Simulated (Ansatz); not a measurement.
Question: Name a neutral molecule of B, Cl, Ga, S and H with size of the dipole moment (ωB97M-V/def2-TZVPP) between 1.50 and 1.80 D and HOMO–LUMO gap (ωB97M-V/def2-TZVPP) between 10.35 and 10.65 eV (Ansatz, PBE0-D4/def2-TZVP geometry).

Answer: `B[S][GaH][Cl]` (1.52 D, 10.41 eV). Other molecules can fit too; these were computed, each in one conformer that needn't be the lowest.
